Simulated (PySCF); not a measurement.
CH₇BFPSi.
Structure used (PBE0-D3(BJ)/def2-SVP), in Å, numbered top down from 1:
```xyz
12
CH7BFPSi angstrom
C      2.1495    0.3758   -0.4348
B      0.8727    0.1225    0.4290
F      0.6457    0.9276    1.4704
P     -0.3448   -1.3419    0.1883
Si    -2.3034   -0.2365    0.3288
H      2.3018   -0.3434   -1.2501
H      2.0962    1.3905   -0.8665
H      3.0403    0.3685    0.2172
H     -0.2511   -1.4642   -1.2280
H     -3.4021   -1.1677   -0.0657
H     -2.3724    0.9769   -0.5429
H     -2.4820    0.1681    1.7527
```

The closed-shell ground state was solved at several levels (PySCF, density fitting, gas phase, non-relativistic).

| level | basis functions | HOMO (eV) | LUMO (eV) | gap (eV) | dipole (D) |
| --- | --- | --- | --- | --- | --- |
| PBE0/6-31+G* | 112 | -7.33 | -0.85 | 6.48 | 1.53 |
| PBE0/aug-cc-pVDZ | 186 | -7.34 | -0.92 | 6.42 | 1.40 |
| PBE0/def2-TZVPD | 263 | -7.37 | -0.94 | 6.43 | 1.39 |

Q: Estimate the row for PBE0/def2-TZVP, a basis of 209 functions; the other rows only guide the guess.

A: HOMO -7.35 eV, LUMO -0.87 eV, gap 6.48 eV, dipole 1.41 D.

Q: How much does the basis alone move the frontier levels among the 4 PBE0 rows (the withheld one included)?

A: The HOMO by 0.04 eV and the LUMO by 0.09 eV. By rising basis size (HOMO, LUMO in eV): 6-31+G* -7.33, -0.85; aug-cc-pVDZ -7.34, -0.92; def2-TZVP -7.35, -0.87; def2-TZVPD -7.37, -0.94.

Q: How far do the dipole and the HOMO energy spread over the levels?

A: The dipole runs from 1.39 to 1.53 D (mean 1.43 D) and the HOMO from -7.37 to -7.33 eV.

One conformer stands for the species.
